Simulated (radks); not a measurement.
The numbers below are computed, except where a source is named.
Ionisation of the iron ion Fe+, [Ar] 3d6 4s1, to Fe2+, [Ar] 3d6, under several functionals. Scalar-relativistic Kohn-Sham, spin-unpolarised, spherical densities, finite nucleus; a radial shooting solver on a logarithmic mesh with Libxc functionals.

functional    E(Fe+) (hartree)  Exc (hartree)  IE (eV)  -e(HOMO) (eV)  <r> HOMO (bohr)  IE error (eV)
MS2 meta-GGA       -1272.21511      -55.43325   16.004         12.256            2.714         -0.195
r2SCAN             -1272.30405      -55.52400   15.764         12.234            2.727         -0.435
SCAN               -1272.44148      -55.66530   15.872         12.363            2.717         -0.327

NIST Atomic Spectra Database: 16.199 eV (measured). Closest: MS2 meta-GGA. The Delta-SCF values span 0.24 eV, the total energies 0.23 hartree. The highest occupied level is 4s. Spin polarisation and multiplet splitting are left out, so open shells lie too high by an amount that depends on their filling.

Beside tabulated values, note that spin-unpolarised runs miss the spin-polarisation part of the exchange energy of open shells.
